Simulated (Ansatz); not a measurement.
`C[SiH](F)[SiH2]Cl` + `O=C=N[SiH3]` → `C[SiH](F)N=C=O` + `[SiH3][SiH2]Cl`  (redistribution)

Program: Ansatz. Geometries: PBE0-D4/def2-TZVP. ΔE: electronic, gas phase. CCSD(T)/CBS adds triple-zeta CCSD(T) − MP2 to the extrapolated MP2 energy (def2 sets, frozen cores). Each species was taken in one conformer, which may not be the lowest.

```
         level  ΔE (kJ/mol)
MP2/def2-TZVPP        -32.5
 MP2/CBS(def2)        -31.1
```

Problem. What does CCSD(T)/CBS give? (Best estimate.)

Solution. Computed: -32.6 kJ/mol. The listed levels differ from it by 0.1, 1.5 kJ/mol.

Largest T1 diagnostic among the species: 0.016.

Leaving LDA and LC-ωPBE aside and taking each functional with its dispersion term where it has one, the values, not all of them listed here, spread over 8.2 kJ/mol, from B97M-V to BLYP-D4.
